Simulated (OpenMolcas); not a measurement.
# Predicting a hybrid from its neighbours: InSiH5

InSiH5: 7 atoms, total charge 0, spin state singlet. As SMILES, `[SiH3][InH2]`. Geometry: relaxed at PBE0-D4/def2-TZVP.

The HOMO–LUMO gap y, in eV, basis def2-TZVP with a core potential; a is the functional's share of exact exchange. Programs: OpenMolcas 26.06.

```
functional     program     a  y (eV)
    r2SCAN  OpenMolcas     0    3.96
    revPBE  OpenMolcas     0    3.55
     B3LYP  OpenMolcas   0.2    4.77
      PBE0  OpenMolcas  0.25       ?
     BHLYP  OpenMolcas   0.5    6.80
```

**Question.** Fit y = c + s·a to the known rows and predict PBE0.

**Answer.** 
1. Means of the 4 rows: a = 0.1750, y = 4.770.
2. Σ(Δa)² = 0.1675, Σ(Δa·Δy) = 1.015, so the slope is 1.015/0.1675 = 6.0597.
3. Intercept: 4.770 − (6.0597) × 0.1750 = 3.710. The largest residual of the fit is 0.25.
4. PBE0: 3.710 + (6.0597) × 0.25 = 5.22 eV.

The run gave 5.23 eV, so the prediction is off by -0.01 eV, within the largest residual. Exact exchange lowers occupied levels and raises empty ones. The rows mix families of semi-local functionals, which the line can't see.
